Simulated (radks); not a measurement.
All-electron atom: Ce+ in [Xe] 4f1.5 5d1.5 (fractional occupations, a model configuration).

Calculated with a radial shooting solver on a logarithmic mesh with Libxc functionals: scalar-relativistic Kohn-Sham, BP86, spin-polarised, spherical densities, finite nucleus; open shells are filled with parallel spins first (spin-orbit coupling, left out, can overturn this in heavy ions); Fermi nuclear charge, rms radius 4.8771 fm.

Energy parts (hartree):
total: -8861.2431
kinetic: 9391.0943
electron-nucleus: -21460.8277
Hartree: 3419.2402
exchange-correlation: -210.7500

Orbitals (lengths in bohr, moments of r in powers of bohr; r(max) is where P^2 peaks; r(90%) holds 90 % of the orbital's charge):
\begin{tabular}{lrrrrrr}
orbital & occ. & eigenvalue (hartree) & r(max) & r(90%) & <r> & <r^2> \\ \hline
1s up & 1 & -1480.031 & 0.01574 & 0.0443 & 0.02457 & 0.0008208 \\
1s down & 1 & -1480.032 & 0.01574 & 0.0443 & 0.02457 & 0.0008208 \\
2s up & 1 & -236.9839 & 0.08906 & 0.163 & 0.1052 & 0.01306 \\
2s down & 1 & -236.9826 & 0.08906 & 0.163 & 0.1052 & 0.01306 \\
2p up & 3 & -212.2642 & 0.07167 & 0.150 & 0.09235 & 0.01041 \\
2p down & 3 & -212.2632 & 0.07167 & 0.150 & 0.09235 & 0.01041 \\
3s up & 1 & -51.03003 & 0.2546 & 0.409 & 0.2787 & 0.08871 \\
3s down & 1 & -51.01723 & 0.2546 & 0.409 & 0.2786 & 0.08868 \\
3p up & 3 & -43.16622 & 0.2492 & 0.414 & 0.2767 & 0.08873 \\
3p down & 3 & -43.15341 & 0.2492 & 0.414 & 0.2766 & 0.08870 \\
3d up & 5 & -31.98852 & 0.2052 & 0.396 & 0.2536 & 0.07581 \\
3d down & 5 & -31.97801 & 0.2052 & 0.396 & 0.2535 & 0.07576 \\
4s up & 1 & -10.34816 & 0.5932 & 0.916 & 0.6380 & 0.4592 \\
4s down & 1 & -10.30970 & 0.5931 & 0.916 & 0.6379 & 0.4590 \\
4p up & 3 & -7.78452 & 0.6195 & 0.983 & 0.6759 & 0.5193 \\
4p down & 3 & -7.74568 & 0.6193 & 0.983 & 0.6757 & 0.5191 \\
4d up & 5 & -4.09551 & 0.6532 & 1.12 & 0.7470 & 0.6474 \\
4d down & 5 & -4.05603 & 0.6529 & 1.12 & 0.7468 & 0.6471 \\
4f up & 1.5 & -0.26509 & 0.7181 & 2.12 & 1.193 & 1.971 \\
4f down & 0 & -0.22438 & 0.7174 & 2.12 & 1.196 & 1.993 \\
5s up & 1 & -1.59456 & 1.380 & 2.21 & 1.537 & 2.657 \\
5s down & 1 & -1.55488 & 1.381 & 2.21 & 1.536 & 2.652 \\
5p up & 3 & -0.97291 & 1.564 & 2.63 & 1.797 & 3.666 \\
5p down & 3 & -0.93234 & 1.563 & 2.63 & 1.794 & 3.654 \\
5d up & 1.5 & -0.26385 & 2.259 & 4.55 & 2.913 & 10.02 \\
5d down & 0 & -0.22433 & 2.258 & 4.79 & 3.015 & 10.88 \\
\end{tabular}

The highest occupied level is 5d up at -7.180 eV. Spin moment in Bohr magnetons: 3. The spin density at the nucleus is -2.153 e/bohr^3 (1s 0.005, 2s -0.188, 3s -1.673, 4s -0.249, 5s -0.048). Summed over all electrons, <r^2> = 57.32 bohr^2, which gives a Langevin (diamagnetic) susceptibility term of -45.4 x 10^-6 cm^3/mol.
